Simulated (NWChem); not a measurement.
Species: MgSiH3F; SMILES [F][Mg][SiH3]

Computed with NWChem. Pople sets run with spherical d functions. Coordinates come from a B3LYP/6-31G* (spherical d) optimisation. B3LYP is NWChem's, with the RPA form of VWN correlation. Vertical excitations in the gas phase; the lowest state need not have the same character in each row.

### Question
Among these, which level gives the lowest value of “lowest excitation, singlet (eV)”?
(A) PBE0/6-31G*, TDA
(B) B3LYP/6-31G*, TDA
(C) BHandHLYP/6-31G*, TDA
(D) PBE/6-31G*, TDA

### Answer
D, PBE/6-31G*, TDA. Values: PBE/6-31G*, TDA 5.51; B3LYP/6-31G*, TDA 5.71; PBE0/6-31G*, TDA 5.82; BHandHLYP/6-31G*, TDA 5.97
